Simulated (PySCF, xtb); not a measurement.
C3H7BFN, SMILES C1NB(CC1)F. The values are those of a single conformer.

Harmonic wavenumbers (cm⁻¹) from GFN2-xTB (xtb) at its own minimum, in rising order: 134, 200, 325, 388, 513, 605, 623, 762, 833, 873, 955, 994, 1034, 1110, 1140, 1155, 1204, 1214, 1233, 1271, 1311, 1318, 1465, 1478, 1489, 1502, 2885, 2943, 2975, 2992, 3008, 3024, 3488.

What does PBE-D3(BJ)/def2-SVP (PySCF) give at its own minimum? (Estimate from the structure and the level; the computed values follow.)

161, 213, 353, 425, 516, 588, 617, 757, 816, 854, 888, 953, 984, 1058, 1101, 1129, 1175, 1199, 1243, 1265, 1298, 1333, 1377, 1415, 1447, 1507, 2915, 2965, 2980, 2992, 3039, 3049, 3556. Paired by order, the mean absolute difference is 28 cm⁻¹ and the zero-point energies are 66.4 and 66.0 kcal/mol.
